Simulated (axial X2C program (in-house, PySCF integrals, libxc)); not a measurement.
Spin–orbit effects down a group: molecules with Li (ions), PBE0

Calculated with an axial X2C code built on PySCF integrals, spin-free (one-electron X2C) or two-component (2c: spin–orbit coupling with atomic mean-field Coulomb and Gaunt terms, which also bring small scalar terms), in Dyall basis sets with cores contracted in-house; open shells are unrestricted.

Basis sets: Ag dyall-cv3z, Au dyall-cv3z, Cu dyall-cv3z, Li dyall-cv3z.

```
molecule   spin-free state  Re (Å)  ωe (cm⁻¹)  De (eV)  2c state  Re 2c (Å)  ωe 2c (cm⁻¹)  De 2c (eV)
   LiCu⁺  M_S = 1/2, Λ = 0   2.667      228.8     0.71   Ω = 1/2      2.668         228.8        0.71
   LiAg⁺  M_S = 1/2, Λ = 0   2.781      213.9     0.72   Ω = 1/2      2.781         213.9        0.72
   LiAu⁺  M_S = 1/2, Λ = 0   2.581      269.3     0.67   Ω = 1/2      2.578         272.9        0.68
```

Task: Work out the shifts from the spin-free to the two-component result.

Result: 

```tsv
molecule	2c state	ΔRe (Å)	Δωe (cm⁻¹)	ΔDe (eV)
LiCu⁺	Ω = 1/2	0.001	0.0	0.00
LiAg⁺	Ω = 1/2	0.000	0.0	0.00
LiAu⁺	Ω = 1/2	-0.003	3.6	0.01
```

Shifts of one unit in the last digit are rounding.

Fragments in 2c: Cu + Li+, Ag + Li+, Au + Li+. Each entry is the lowest single determinant of a limited PBE0 search at one distance. De goes to single-determinant-based atoms at the same level (for ions the charge split of lowest energy) and is withheld (n/a) where an atom does not fit its ground term or J level. Main or longest-lived isotopes.
